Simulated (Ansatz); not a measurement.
p-cresol (C7H8O), singlet, at a GFN2-xTB geometry. Base run: Ansatz (a quantum-chemistry and plane-wave program) with HF/def2-SVP.

Input for Ansatz:
Ansatz 0.2 input:
```yaml
crystal:
  periodic: [false, false, false]
  atoms:
    - {symbol: C, position_ang: [-2.83485466, 0.11645217, 0.39917449]}
    - {symbol: C, position_ang: [-1.35119902, 0.04253937, 0.19543320]}
    - {symbol: C, position_ang: [-0.48079655, 0.69822704, 1.05464705]}
    - {symbol: C, position_ang: [0.88746555, 0.65034956, 0.85778854]}
    - {symbol: C, position_ang: [1.41233797, -0.06087735, -0.21302987]}
    - {symbol: O, position_ang: [2.75310773, -0.13806513, -0.44684273]}
    - {symbol: C, position_ang: [0.54999479, -0.72197732, -1.08106165]}
    - {symbol: C, position_ang: [-0.81332749, -0.66596930, -0.87292005]}
    - {symbol: H, position_ang: [-3.32025483, -0.78818912, 0.04028342]}
    - {symbol: H, position_ang: [-3.07584159, 0.25269851, 1.45093519]}
    - {symbol: H, position_ang: [-3.24713136, 0.96147983, -0.15374877]}
    - {symbol: H, position_ang: [-0.87489984, 1.25504510, 1.89283045]}
    - {symbol: H, position_ang: [1.55226643, 1.16616706, 1.53910024]}
    - {symbol: H, position_ang: [3.22889816, 0.36194627, 0.22698678]}
    - {symbol: H, position_ang: [0.96800090, -1.27300046, -1.90846528]}
    - {symbol: H, position_ang: [-1.47362327, -1.18409113, -1.55337055]}
basis:
  gaussian:
    orbitals: def2-SVP
hamiltonian:
  xc: hf
```

Each row names what was changed in the base input (with any setting that the change needs).

| change | ΔE vs base (µEh) |
|---|---|
| base | 0.0 |
| fitting.mean_field = cc-pVTZ-JKFIT | 69.4 |
| point_charge = charge:0.5 position_ang:-1.1189, -5.8685, 2.9971 | -1435 |
| point_charge = charge:-1.0 position_ang:-1.4383, 6.5795, 0.372 | -1220 |
| lower_state_search = off | 0.0 |
| fitting.mean_field = def2-universal-JKFIT | ? |
| accuracy = high | -24.6 |
| nuclear_model = gaussian | 33.8 |
| lower_state_search = light | 0.0 |
| lower_state_search = full | 0.0 |
| point_charge = charge:1.0 position_ang:-0.9787, -0.6309, 6.6561 | -58.5 |

Q: Some entries are withheld; supply them.

A: 
- fitting.mean_field = def2-universal-JKFIT, ΔE vs base (µEh): 182
